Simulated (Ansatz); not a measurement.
`O[Si](O)(O)[O][AlH][F]`, relaxed with RKS PBE0-D4/def2-TZVP in Ansatz from a PBE-D4/def2-SVP geometry. The force threshold is 0.005 eV/Å; the program also tests the step.

The species carries charge 0 and has multiplicity 1.

Start:

```xyz
11

O     1.725    1.060    0.025
Si    0.154    0.671    0.442
O     0.045   -0.488    1.629
O    -0.679    1.964    1.070
O    -0.516    0.128   -0.990
Al   -0.806   -1.476   -1.509
F    -0.292   -2.655   -0.413
H     2.276    1.299    0.790
H     0.182   -1.396    1.295
H    -0.608    2.770    0.531
H    -1.480   -1.877   -2.871
```

```
step  energy (eV)  largest force (eV/Å)  largest move (Å)
   1  -25441.9676                 1.087             0.000
   2  -25442.0590                 0.629             0.037
   3  -25442.0931                 0.257             0.080
   4  -25442.1021                 0.157             0.038
   5  -25442.1131                 0.095             0.099
   6  -25442.1144                 0.066             0.029
   7  -25442.1165                 0.051             0.062
   8  -25442.1181                 0.081             0.074
   9  -25442.1195                 0.026             0.053
  10  -25442.1204                 0.074             0.108
  11  -25442.1206                 0.064             0.035
  13  -25442.1218                 0.039             0.024
  15  -25442.1226                 0.087             0.019
  17  -25442.1234                 0.061             0.062
  19  -25442.1237                 0.038             0.013
  21  -25442.1242                 0.040             0.015
  23  -25442.1245                 0.054             0.031
  25  -25442.1247                 0.020             0.005
  27  -25442.1249                 0.014             0.010
  29  -25442.1249                 0.004             0.006
  31  -25442.1250                 0.006             0.009
  32  -25442.1250                 0.004             0.002
```

End:

```xyz
11

O     1.721    0.795    0.113
Si    0.158    0.603    0.563
O     0.022   -0.235    1.954
O    -0.588    2.009    0.901
O    -0.533   -0.139   -0.697
Al   -0.834   -1.492   -1.636
F    -0.291   -2.952   -1.104
H     2.276    1.305    0.706
H     0.539   -1.038    2.027
H    -0.851    2.549    0.156
H    -1.620   -1.405   -2.983
```

Hardware: 3 threads of an AMD EPYC 7R13 on a shared host and a share of an NVIDIA H100 80 GB. Wall time 110 s, peak host memory 0.92 GiB.
